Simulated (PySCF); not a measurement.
Ga(Cl)(OMe)(NH2) (CH₅ClGaNO), SMILES C[O][Ga]([NH2])[Cl].

The structure is a stationary point at r2SCAN-D4/def2-SVP. The structure was generated by enumeration; whether it is a known compound was not checked. One conformer was computed; it need not be the lowest.

All values below come from PBE0/def2-TZVP in PySCF.

Isolated molecule, no solvent.

Computed frontier levels, gap, dipole moment and polarisability:
- highest occupied level = -7.75 eV
- lowest empty level = -0.69 eV
- orbital gap = 7.06 eV
- dipole moment = 3.33 D
- quadrupole, principal values (traceless, Buckingham form, about the centre of nuclear charge) = -2.04, 0.18, 1.86 D·Å
- mean static polarisability = 60.4 bohr³ (8.95 Å³)
- polarisability, principal values = 46.4, 60.6, 74.2 bohr³
